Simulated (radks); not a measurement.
Q: The scandium ion Sc3+, configuration [Ar]. Method: non-relativistic Kohn-Sham, PBEsol, spin-polarised, spherical densities, point nucleus; computed with a radial shooting solver on a logarithmic mesh with Libxc functionals. Some entries of the table are withheld. Estimate them.

| orbital | occ. | eigenvalue (hartree) | <r> (bohr) |
|---|---|---|---|
| 1s | 2 | (1) | 0.07366 |
| 2s | 2 | (2) | 0.3464 |
| 2p | 6 | -15.45531 | 0.3088 |
| 3s | 2 | -3.14629 | (3) |
| 3p | 6 | (4) | (5) |

A: 
(1) 1s eigenvalue (hartree): -161.6137
(2) 2s eigenvalue (hartree): -18.45195
(3) 3s <r> (bohr): 1.062
(4) 3p eigenvalue (hartree): -2.36966
(5) 3p <r> (bohr): 1.131
